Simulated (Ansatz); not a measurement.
Start from `[SiH3][SiH2][SiH2][GeH3]` and change one atom or group to get `[SiH3][SiH2][SiH2][SiH2][GeH3]`.

Ansatz, PBE0-D4/def2-TZVP geometries, multiplicity 1. Each molecule was computed in one conformer, which needn't be the lowest.

Scalar relativity is left out up to krypton.

```json
{"property": "size of the dipole moment (ωB97M-V/def2-TZVPP) / D", "`[SiH3][SiH2][SiH2][GeH3]`": "0.22"}
{"property": "HOMO–LUMO gap (ωB97M-V/def2-TZVPP) / eV", "`[SiH3][SiH2][SiH2][GeH3]`": "11.21"}
{"property": "size of the dipole moment (B3LYP/def2-TZVPP) / D", "`[SiH3][SiH2][SiH2][GeH3]`": "0.23"}
{"property": "LUMO energy (PBE/def2-TZVPP) / eV", "`[SiH3][SiH2][SiH2][GeH3]`": "-1.14"}
{"property": "size of the dipole moment (PBE/def2-TZVPP) / D", "`[SiH3][SiH2][SiH2][GeH3]`": "0.16"}
{"property": "HOMO energy (B3LYP/def2-TZVPP) / eV", "`[SiH3][SiH2][SiH2][GeH3]`": "-7.69"}
```

Q: What does the change do to each property? (Best estimate.)

A: The calculation gave: 
```json
{"property": "size of the dipole moment (ωB97M-V/def2-TZVPP) / D", "`[SiH3][SiH2][SiH2][SiH2][GeH3]`": "0.20", "shift": "-0.02"}
{"property": "HOMO–LUMO gap (ωB97M-V/def2-TZVPP) / eV", "`[SiH3][SiH2][SiH2][SiH2][GeH3]`": "11.08", "shift": "-0.13"}
{"property": "size of the dipole moment (B3LYP/def2-TZVPP) / D", "`[SiH3][SiH2][SiH2][SiH2][GeH3]`": "0.21", "shift": "-0.02"}
{"property": "LUMO energy (PBE/def2-TZVPP) / eV", "`[SiH3][SiH2][SiH2][SiH2][GeH3]`": "-1.23", "shift": "-0.09"}
{"property": "size of the dipole moment (PBE/def2-TZVPP) / D", "`[SiH3][SiH2][SiH2][SiH2][GeH3]`": "0.14", "shift": "-0.02"}
{"property": "HOMO energy (B3LYP/def2-TZVPP) / eV", "`[SiH3][SiH2][SiH2][SiH2][GeH3]`": "-7.67", "shift": "0.02"}
```

Dipoles are sizes alone; their direction can turn.

B3LYP here is the variant with VWN-RPA as its local correlation; programs differ in this.
